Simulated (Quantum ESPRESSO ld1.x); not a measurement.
Results of a calculation; reference values are marked as such.
All-electron atom: Ru in [Ar] 3d10 4s2 4p5.5 4d7 5s1 5d0.5 (fractional occupations, a model configuration).

Code: ld1.x of Quantum ESPRESSO 7.5. Model: scalar-relativistic Kohn-Sham, LDA (Slater exchange, Perdew-Zunger correlation), spin-polarised, spherical densities, point nucleus; open shells are filled with parallel spins first.

Energy parts (eV):
total: -123144.23
kinetic: 127308.62
electron-nucleus: -296978.83
Hartree: 50028.66
exchange-correlation: -3502.68

Orbitals (lengths in bohr, moments of r in powers of bohr; <r^-3> diverges for s and p1/2):
orbital  occ.  eigenvalue (eV)      <r>   <r^-3>
1s up       1       -21914.469  0.03347        -
1s down     1       -21914.332  0.03347        -
2s up       1        -3156.426   0.1458        -
2s down     1        -3155.931   0.1458        -
2p up       3        -2829.558   0.1270     2997
2p down     3        -2829.125   0.1270     2997
3s up       1         -559.838   0.4035        -
3s down     1         -559.405   0.4034        -
3p up       3         -452.439   0.4036    514.5
3p down     3         -451.968   0.4035    514.5
3d up       5         -279.055   0.3845    69.36
3d down     5         -278.478   0.3842    69.39
4s up       1          -82.250    1.015        -
4s down     1          -79.923    1.014        -
4p up       3          -52.218    1.121    80.56
4p down   2.5          -49.836    1.121    80.95
4d up       5          -10.391    1.597    5.830
4d down     2           -8.130    1.635    5.686
5s up       1           -7.601    3.038        -
5s down     0           -6.215    3.183        -
5d up     0.5           -0.470    14.20  0.01966
5d down     0           -0.334    15.83  0.01183

The highest occupied level is 5d up at -0.470 eV. The configuration is held as typed, so some empty levels lie below it. Spin moment in Bohr magnetons: 5. The density falls to 0.001 e/bohr^3 at r = 4.28 bohr.
